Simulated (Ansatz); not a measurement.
C$_{2}$H$_{5}$O (SMILES C[CH]O), doublet, at a GFN2-xTB geometry; Ansatz (a quantum-chemistry and plane-wave program) with CCSD(T)/STO-3G.

Ansatz was given this input:
Ansatz 0.2 input:
```yaml
crystal:
  periodic: [false, false, false]
  atoms:
    - {symbol: C, position_ang: [1.19309028, -0.36928823, -0.01550432]}
    - {symbol: C, position_ang: [-0.00932706, 0.48045677, -0.15550838]}
    - {symbol: O, position_ang: [-1.20582994, -0.08620026, 0.22487613]}
    - {symbol: H, position_ang: [-1.93007401, 0.51802160, 0.03896304]}
    - {symbol: H, position_ang: [-0.03898534, 1.28106100, -0.87783908]}
    - {symbol: H, position_ang: [2.07699739, 0.24879310, 0.13478836]}
    - {symbol: H, position_ang: [1.06534748, -1.03511733, 0.83459159]}
    - {symbol: H, position_ang: [1.37077470, -0.99016743, -0.90343665]}
basis:
  gaussian:
    orbitals: STO-3G
magnetization: {spin_polarized: true, initial_magnetization: 1}
correlation: {method: ccsd_t}
```

Predict the main parts of the log of this Ansatz run.


```
Functional definition: HF
280 factors; integrals over basis functions are off by at most 3.2e-5 eV
mean field evaluation 1: about -4121.1922 eV, gradient 1.2e1 eV
mean field evaluation 2: about -4121.3554 eV, gradient 1.2e1 eV
mean field evaluation 4: about -4122.4918 eV, gradient 1.5e0 eV
mean field evaluation 8: about -4122.5362 eV, gradient 7.5e-5 eV
mean field evaluation 16: about -4122.3284 eV, gradient 1.5e0 eV
mean field -4122.53477891 eV, -151.5003587704 hartree, gradient 1.3e-6 eV, S^2 0.760604; 0 other end points of the search recorded, 0 dependent functions left out
3 core orbitals not correlated
reference -4122.53477891 eV, -151.5003587704 hartree; 10, 9 occupied and 7, 8 virtual orbitals, 280 factors
second order -3.35746543 eV of doubles, -0.00000000 eV of singles
cycle   1  -4.11223114 eV  change   -7.5e-1 eV  update   7.0e-2
cycle   2  -4.50603141 eV  change   -3.9e-1 eV  update   3.0e-2
cycle   3  -4.54615787 eV  change   -4.0e-2 eV  update   9.8e-3
cycle   4  -4.54542262 eV  change    7.4e-4 eV  update   4.0e-3
cycle   5  -4.54421243 eV  change    1.2e-3 eV  update   1.2e-3
cycle   6  -4.54391548 eV  change    3.0e-4 eV  update   3.4e-4
cycle   7  -4.54374163 eV  change    1.7e-4 eV  update   1.2e-4
cycle   8  -4.54376817 eV  change   -2.7e-5 eV  update   3.8e-5
cycle   9  -4.54376503 eV  change    3.1e-6 eV  update   1.6e-5
perturbative correction -0.04430167 eV, -0.0016280563 hartree
Total energy: -4127.12284561 eV, -151.6689671117 hartree
```
